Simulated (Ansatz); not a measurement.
Program: Ansatz. Geometries: PBE0-D4/def2-TZVP. ΔE: electronic, gas phase. CCSD(T)/CBS is the MP2 limit (def2-TZVPP, def2-QZVPP) plus CCSD(T) − MP2 in def2-TZVPP, frozen cores. DFT in def2-TZVPP. B3LYP here is the variant with VWN-RPA as its local correlation; programs differ in this. HSE06 is defined as in plane-wave codes. def2 core potentials past Kr. For Ti, Y outer-core shells are correlated without core-valence functions, which leaves a few kJ/mol of doubt a bond. Scalar relativity is left out up to krypton. One conformer a species, not always the lowest.

Reaction (redistribution): `[NH2][Y]([NH2])[NH2]` + `[NH2][Ti]([Cl])([Cl])[Cl]` → `[NH2][Y]([NH2])[Cl]` + `[NH2][Ti]([NH2])([Cl])[Cl]`

`[NH2][Y]([NH2])[NH2]`:

Cartesian coordinates in Å:
```
N -1.757 -0.434 1.166
Y 0.001 -0.001 0.001
N 0.491 -1.223 -1.703
N 1.266 1.657 0.537
H -2.423 -1.182 1.011
H -2.088 0.067 1.983
H 1.286 -1.117 -2.324
H -0.026 -2.023 -2.049
H 2.113 1.957 0.067
H 1.137 2.298 1.311
```

`[NH2][Ti]([Cl])([Cl])[Cl]`:

Cartesian coordinates in Å:
```
N -0.298 -1.102 0.277
Ti 0.192 0.614 -0.165
Cl 0.582 0.637 -2.310
Cl -1.459 1.979 0.298
Cl 1.922 1.125 1.062
H -0.176 -1.511 1.194
H -0.762 -1.742 -0.355
```

`[NH2][Y]([NH2])[Cl]`:

```xyz
8

N     1.710    0.457    0.554
Y    -0.323    0.616   -0.056
N    -1.311   -1.220   -0.481
Cl   -1.472    2.818   -0.268
H     2.245   -0.397    0.662
H     2.336    1.217    0.794
H    -0.914   -2.151   -0.421
H    -2.271   -1.340   -0.784
```

`[NH2][Ti]([NH2])([Cl])[Cl]`:

Cartesian coordinates in Å:
```
N -1.089 -0.799 -0.797
Ti -0.141 0.591 -0.013
N 1.314 -0.201 0.811
Cl 0.548 1.981 -1.587
Cl -1.416 1.581 1.497
H -0.848 -1.778 -0.771
H -1.943 -0.649 -1.321
H 1.342 -0.454 1.790
H 2.232 -0.272 0.392
```

```csv
level,ΔE (kJ/mol),difference from CCSD(T)/CBS
LDA (SPW92),-64.5,8.6
PBE-D4,-64.0,9.1
revPBE-D4,-64.8,8.3
BLYP-D4,-63.7,9.4
r2SCAN-D4,-69.5,3.6
B97M-V,-69.5,3.6
PBE0-D4,-72.5,0.6
r2SCANh-D4,-72.1,1.0
r2SCAN0-D4,-75.7,-2.6
HSE06-D4,-72.3,0.8
BHLYP-D4,-79.7,-6.6
CAM-B3LYP-D4,-76.6,-3.5
ωB97X-V,-78.2,-5.1
ωB97M-V,-75.3,-2.2
B2PLYP,-67.4,5.7
PBE-QIDH,-72.0,1.1
PBE,-64.1,9.0
revPBE,-64.1,9.0
BLYP,-64.0,9.1
r2SCAN,-69.4,3.7
PBE0,-72.6,0.5
B3LYP,-71.2,1.9
r2SCANh,-72.0,1.1
HSE06,-72.4,0.7
BHLYP,-80.5,-7.4
CAM-B3LYP,-76.8,-3.7
LC-ωPBE,-80.7,-7.6
RPA@PBE/def2-TZVPP,-67.2,5.9
HF/def2-SVP,-113.0,-39.9
MP2/def2-SVP,-75.8,-2.7
CCSD/def2-SVP,-89.4,-16.3
CCSD(T)/def2-SVP,-81.1,-8.0
HF/def2-TZVPP,-93.7,-20.6
MP2/def2-TZVPP,-64.2,8.9
CCSD/def2-TZVPP,-77.7,-4.6
CCSD(T)/def2-TZVPP,-71.6,1.5
SCS-MP2/def2-QZVPP,-68.5,4.6
HF/CBS(def2),-91.5,-18.4
MP2/CBS(def2),-65.7,7.4
CCSD/CBS(def2),-79.1,-6.0
CCSD(T)/CBS,-73.1,0
```

(1) What do rigid-rotor, harmonic-oscillator terms from PBE0-D4/def2-TZVP frequencies (298.15 K, 1 bar) make of the CCSD(T)/CBS value? (An estimate is asked.)

Largest T1 diagnostic among the species: 0.025, so the coupled-cluster value is less sure than usual.

Answers

(1) Computed: ΔZPE = +3.0 kJ/mol, ΔH = -71.2 kJ/mol, ΔS = -1 J/(mol·K), ΔG = -70.8 kJ/mol. Modes under 50 cm⁻¹ make the entropy rough.

From BLYP to BHLYP (50 % exact exchange), in def2-TZVPP and without D4, ΔE moves by −16.5 kJ/mol. Leaving LDA and LC-ωPBE aside and taking each functional with its dispersion term where it has one, the values spread over 15.9 kJ/mol, from BHLYP-D4 to BLYP-D4. At CCSD(T), def2-SVP lies −8.0 kJ/mol from the extrapolated value and def2-TZVPP +1.5 kJ/mol.
